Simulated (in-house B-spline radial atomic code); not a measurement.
Response of the praseodymium ion Pr⁵⁺ as one setting changes: the share of exact exchange in a PBE hybrid. A dash marks a strongly mixed or unbound state. Computed with an all-electron radial atomic-structure program (B-spline basis): linear response of the closed shell [Kr] 4d10 5s2 5p6 with the functional's adiabatic kernel; scalar-relativistic (spin-free one-electron X2C), finite nucleus, no spin-orbit coupling, no double excitations, S, P, D and F terms only; shells from n = 3 respond. Only terms of natural parity with L up to 3 were computed.

Spin-orbit coupling is strong here, so these LS terms don't match observed levels.

| share of exact exchange in a PBE hybrid | lowest 1P (eV) | lowest 3P, Tamm-Dancoff (eV) | minus highest occupied level (eV) | α (bohr³) |
| --- | --- | --- | --- | --- |
| 0 | 5p → 5d 34.12 | 5p → 5d 26.093 | 76.79 | 4.58 |
| 0.1 | 5p → 5d 34.20 | 5p → 5d 26.136 | 77.59 | 4.574 |
| 0.2 | 5p → 5d 34.28 | 5p → 5d 26.177 | 78.39 | 4.567 |
| 0.3 | 5p → 5d 34.36 | 5p → 5d 26.218 | 79.19 | 4.561 |
| 0.4 | 5p → 5d 34.43 | 5p → 5d 26.259 | 79.98 | 4.556 |
| 0.5 | 5p → 5d 34.51 | 5p → 5d 26.299 | 80.78 | 4.55 |
| 0.6 | ? | ? | ? | ? |
| 0.7 | 5p → 5d 34.65 | 5p → 5d 26.377 | 82.37 | 4.539 |
| 0.8 | 5p → 5d 34.71 | 5p → 5d 26.415 | 83.17 | 4.534 |
| 0.9 | ? | ? | ? | ? |
| 1 | 5p → 5d 34.84 | 5p → 5d 26.490 | 84.77 | 4.523 |

(1) What belongs in the row for 0.6?

(2) What belongs in the row for 0.9?

Answers

(1) lowest 1P (eV): 5p → 5d 34.58; lowest 3P, Tamm-Dancoff (eV): 5p → 5d 26.338; minus highest occupied level (eV): 81.58; α (bohr³): 4.544.

(2) lowest 1P (eV): 5p → 5d 34.78; lowest 3P, Tamm-Dancoff (eV): 5p → 5d 26.453; minus highest occupied level (eV): 83.97; α (bohr³): 4.528.
